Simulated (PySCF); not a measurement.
Sn(Cl)(Br)(OH)2 (BrClH2O2Sn), SMILES [OH][Sn]([OH])([Cl])[Br].

Geometry optimised at PBE0-D3(BJ)/def2-SVP. The structure was generated by enumeration; whether it is a known compound was not checked. The def2 effective core potentials stand for the cores of Sn; spin–orbit coupling is left out. Other conformers were not sampled.

Calculation: TDA-PBE/def2-SVPD (PySCF).

Vertical excitations. The molecule is in vacuum.

Computed lowest excited states:
| state | energy (eV) | λ (nm) | f | main pairs |
|---|---|---|---|---|
| S1 | 4.05 | 306 | 0.001 | HOMO→LUMO 99 % |
| S2 | 4.11 | 301 | 0.003 | HOMO−1→LUMO 97 % |
| S3 | 4.34 | 285 | 0.010 | HOMO−2→LUMO 91 % |
| S4 | 4.53 | 274 | 0.037 | HOMO−3→LUMO 73 %, HOMO−5→LUMO 17 % |
| S5 | 4.67 | 265 | 0.024 | HOMO−4→LUMO 45 %, HOMO−5→LUMO 44 % |
| S6 | 4.72 | 263 | 0.060 | HOMO−4→LUMO 45 %, HOMO−5→LUMO 33 %, HOMO−3→LUMO 17 % |
| S7 | 5.81 | 213 | 0.048 | HOMO−6→LUMO 85 % |
| S8 | 5.92 | 210 | 0.073 | HOMO−7→LUMO 84 % |
| S9 | 6.59 | 188 | 0.045 | HOMO−8→LUMO 61 %, HOMO−1→LUMO+1 11 % |
| S10 | 6.71 | 185 | 0.003 | HOMO→LUMO+1 82 % |
| T1 | 3.73 | 332 | 0 | HOMO→LUMO 100 % |
| T2 | 3.79 | 327 | 0 | HOMO−1→LUMO 100 % |
| T3 | 3.99 | 311 | 0 | HOMO−2→LUMO 99 % |
| T4 | 4.05 | 306 | 0 | HOMO−3→LUMO 99 % |
Triplets are in the Tamm–Dancoff approximation.
